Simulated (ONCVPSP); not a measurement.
## Br: one change to an ONCV potential, before and after

ONCVPSP 4.0.1 input, shortened (lines: element, Z, core and valence counts, functional; n l f; lmax; l rc ep ncon nbas qcut; lloc lpopt rc5 dvloc0; l nproj debl; icmod fcfact rcfact), LDA (Perdew-Zunger), scalar-relativistic:

```
  Br 35.00    6    2        3      upf
    1    0    2.00
    2    0    2.00
    2    1    6.00
    3    0    2.00
    3    1    6.00
    3    2   10.00
    4    0    1.50
    4    1    5.50
    1
    0    1.45    0.00    4    7    3.80
    1    1.25    0.00    4    8    6.50
    4    5    1.15    2.00
    0    1    2.30
    1    2    2.50
    2    0.55    0.95
```

Change: all radii but the core radius scaled by about 1.30 (s 1.90, p 1.62 bohr); local potential polynomial inside 1.50 bohr (lpopt 5, dvloc0 2 Ha).

Cutoffs: the cutoffs (Ha) at which the residual kinetic energy of the hardest occupied pseudo-wave falls to 1 and 0.1 mHa per electron; they do not see the model core or the augmentation charge, which bear on the density cutoff. Errors are all-electron minus pseudo energies relative to the spin-unpolarised reference configuration.

Problem. Predict the effect on cutoff, ghosts and configuration errors.

Solution. The potential gets softer (46 Ha and 126 Ha → 24 Ha and 33 Ha); the bound ghost in p disappears; the lowest positive-energy flag moves from s at 8.5 eV to none; of the 4 tests that both files solve, the error grows in 4 and shrinks in 0 by more than 15 % and 0.3 meV (median size 2.6 → 9.1 meV). A larger radius leaves more room for a smooth pseudo-wave, so fewer plane waves are needed. More of the atom is replaced by a form fitted at one configuration, so other configurations suffer.

```tsv
quantity	base	changed
cutoff, loose	46 Ha	24 Ha
cutoff, tight	126 Ha	33 Ha
loose cutoff by channel	s 46 Ha, p 46 Ha	s 24 Ha, p 14 Ha
bound ghosts	p	none
GHOST(+) flags under 300 eV	s at 8.5 eV	none
error for 4s2 4p5, meV [ΔE -6.18 eV]	-0.2	-7.2
error for 4s2 4p4, meV [ΔE 6.53 eV]	-0.4	-5.0
error for 4s2 4p3, meV [ΔE 29.47 eV]	+4.9	+11
error for 4s2 4p2, meV [ΔE 63.69 eV]	+25	+55
rms error of d²Exc/dni dnj with the model core, mHa	0.80	0.50
```

Base: The cutoffs count occupied waves only; projector 2 of the p channel, the hardest unoccupied one, needs 147 Ha at the loose tolerance. A true bound ghost makes a file unfit for plane-wave use even where its test errors are small: the radial tests pick states by their node count and pass the ghost by.
